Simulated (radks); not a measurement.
Values are calculated unless marked as measured or tabulated.
Ir XLV, configuration [Ar] 3d10 4s2 4p3. Level of theory: scalar-relativistic Kohn-Sham, BLYP, spin-polarised, spherical densities, finite nucleus; open shells are filled with parallel spins first (spin-orbit coupling, left out, can overturn this in heavy ions); Fermi nuclear charge, rms radius 5.4032 fm (a radial shooting solver on a logarithmic mesh with Libxc functionals).

Unscreened Slater integrals over Kohn-Sham orbitals (cm^-1). They are taken over the spin-up orbitals. Empty in this configuration: 4d.

integral,value
"F0(4p,4p)",509520
"F2(4p,4p)",264890
"F0(4p,4s)",516050
"G1(4p,4s)",347950
"F0(4p,3d)",644730
"F2(4p,3d)",187860
"G1(4p,3d)",60983
"G3(4p,3d)",61886
"F0(4p,3p)",633430
"F2(4p,3p)",200850
"G0(4p,3p)",54636
"G2(4p,3p)",65773
"F0(4p,4d)",511700
"F2(4p,4d)",261440
"G1(4p,4d)",322560
"G3(4p,4d)",207790
"F0(4s,4s)",523210
"F0(4s,3d)",655700
"G2(4s,3d)",62810
"F0(4s,3p)",644130
"G1(4s,3p)",65832
"F0(4s,4d)",518570
"G2(4s,4d)",257150
"F0(3d,3d)",1174900
"F2(3d,3d)",601340
"F4(3d,3d)",387520
"F0(3d,3p)",1097200
"F2(3d,3p)",527980
"G1(3d,3p)",575160
"G3(3d,3p)",380800
"F0(3d,4d)",657970
"F2(3d,4d)",199470
"F4(3d,4d)",101260
"G0(3d,4d)",63337
"G2(3d,4d)",81565
"G4(3d,4d)",64588
"F0(3p,3p)",1051800
"F2(3p,3p)",526820
"F0(3p,4d)",640830
"F2(3p,4d)",200340
"G1(3p,4d)",48773
"G3(3p,4d)",51744
"F0(4d,4d)",515600
"F2(4d,4d)",262400
"F4(4d,4d)",179290

Derived for the open shells (J is the average intra-shell exchange parameter used in DFT+U). 4p: J = F2/5 = 52980 cm^-1.
